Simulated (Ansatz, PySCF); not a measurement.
Gas-phase reaction (SMILES): C[Si](O)(O)O [trihydroxy(methyl)silane] + Cl (HCl) → O[Si](O)(O)Cl [chloro(trihydroxy)silane] + C (CH4); hydrogen chloride cleaves one Si-C bond, a model of a ligand-exchange step.

Structures are relaxed separately at B3LYP-D3(BJ)/def2-TZVP in Ansatz (a quantum-chemistry and plane-wave program), one conformer each, not searched for the lowest. Valence correlation only, unless marked. Spin-orbit coupling is left out. No relativistic terms. Basis-set limits of correlation are two-point, X^-3; Hartree-Fock from the larger set. The bracket is a focal-point correction in the basis named. Thermal terms are rigid-rotor harmonic-oscillator values from B3LYP-D3(BJ) frequencies (Ansatz or PySCF) at 298.15 K and 1 atm. 1 Eh = 627.5095 kcal/mol.

| species | E, RI-MP2/CBS(aug-cc-pV(T+d)Z,aug-cc-pV(Q+d)Z)+[CCSD(T)-MP2]/aug-cc-pV(T+d)Z (Ansatz) (Eh) | E, B3LYP-D3(BJ)/def2-TZVPD (Ansatz + dftd3) (Eh) | H - E (Eh) |
|---|---|---|---|
| C[Si](O)(O)O | -556.44762 | -557.22999 | 0.08835 |
| Cl (HCl) | -460.37874 | -460.83744 | 0.01000 |
| O[Si](O)(O)Cl | -976.40476 | -977.56778 | 0.05273 |
| C (CH4) | -40.46129 | -40.53958 | 0.04840 |

Q: Work out ΔE and ΔH at 298.15 K at the first level, then ΔH at the second.

A: 
1. ΔE = [(-976.40476) + (-40.46129)] - [(-556.44762) + (-460.37874)] = -0.03969 Eh = -24.9 kcal/mol at RI-MP2/CBS(aug-cc-pV(T+d)Z,aug-cc-pV(Q+d)Z)+[CCSD(T)-MP2]/aug-cc-pV(T+d)Z.
2. The terms H - E add up to 0.00278 Eh, so ΔH = (-0.03969 + (0.00278))×627.5095 = -23.2 kcal/mol.
3. At B3LYP-D3(BJ)/def2-TZVPD the same steps give ΔE = -25.1 and ΔH = -23.3 kcal/mol, a shift of -0.1 from the first level.
4. These values are not checked against measurement here, since the tables used lack a sound gas-phase enthalpy of formation for at least one species.
